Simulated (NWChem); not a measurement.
Molecule: CrN₂H₃OCl; SMILES [NH]=[Cr]([Cl])(=[NH])[OH]

```xyz
8

Cr     0.0531    -0.3218     0.1021
N     -0.8541    -0.6427     1.3561
H     -1.7862    -0.8970     1.6935
N     -0.6750    -0.8203    -1.2091
H     -1.5239    -1.1705    -1.6595
Cl     0.2171     1.8347    -0.0476
O      1.5781    -1.1327     0.3002
H      1.9696    -1.4136    -0.5387
```
Atoms are numbered in this order, from 1.

Program: NWChem. Pople sets run with spherical d functions. Structure relaxed at the PBE0/def2-SVP level. Not confirmed as a minimum by frequencies. B3LYP is NWChem's, with the RPA form of VWN correlation. GIAO values for the isolated, static molecule; σ is the absolute isotropic shielding, δ = σ(reference) − σ with the isolated reference molecule computed at the same levels (1H: tetramethylsilane, 15N: ammonia, 17O: water).

For level B3LYP/6-31G*:

σ Cr1 (ppm): -2488.2
δ H3 (ppm): 14.64
δ N4 (ppm): 517.5
δ H5 (ppm): 12.78
σ Cl6 (ppm): 641.7
δ O7 (ppm): 376.9
δ H8 (ppm): 12.02

Task: How do the values read with level PBE0/pcSseg-1 instead?

Result: 
| Property | Value |
|---|---|
| σ Cr1 (ppm) | -2896.9 |
| δ H3 (ppm) | 15.84 |
| δ N4 (ppm) | 608.4 |
| δ H5 (ppm) | 13.82 |
| σ Cl6 (ppm) | 623.6 |
| δ O7 (ppm) | 418.7 |
| δ H8 (ppm) | 12.69 |
